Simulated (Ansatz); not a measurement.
CH4GaNOS. Charge 0, multiplicity 1. The bonds changed during the relaxation, so this is another structure than the one it started from. The geometry is a stationary point of PBE0-D4/def2-TZVP. It is one conformer, not always the lowest.

```xyz
9

N    -0.176   -0.585   -0.555
C    -0.861    0.734   -0.751
O    -1.746    0.842   -1.543
S    -0.164    1.890    0.330
Ga    0.865   -0.025    1.184
H     0.454   -0.734   -1.341
H    -0.871   -1.328   -0.588
H     0.110   -0.648    2.401
H     2.390   -0.145    0.863
```

**Question.** What is the dipole moment at ωB97M-V/def2-TZVPP? (Best estimate.)

**Answer.** The calculation gave: 3.41 D, with components (1.27, -3.12, -0.51) D in this frame, pointing from negative to positive charge.

**Question.** And with PBE, r2SCAN, B3LYP? (An estimate is asked.)

**Answer.** Ansatz gave: PBE 3.21 D, r2SCAN 3.34 D, B3LYP 3.33 D.

**Question.** Give the Mulliken charges with ωB97M-V, r2SCAN, PBE in def2-TZVPP. (An estimate is asked.)

**Answer.** Computed: 
| atom | ωB97M-V | r2SCAN | PBE |
| --- | --- | --- | --- |
| N1 | -0.14 | -0.14 | -0.13 |
| C2 | 0.18 | 0.22 | 0.13 |
| O3 | -0.26 | -0.28 | -0.20 |
| S4 | -0.18 | -0.21 | -0.19 |
| Ga5 | 0.18 | 0.23 | 0.14 |
| H6 | 0.15 | 0.17 | 0.18 |
| H7 | 0.15 | 0.17 | 0.17 |
| H8 | -0.04 | -0.07 | -0.05 |
| H9 | -0.04 | -0.08 | -0.05 |

B3LYP here is the variant with VWN-RPA as its local correlation; programs differ in this.
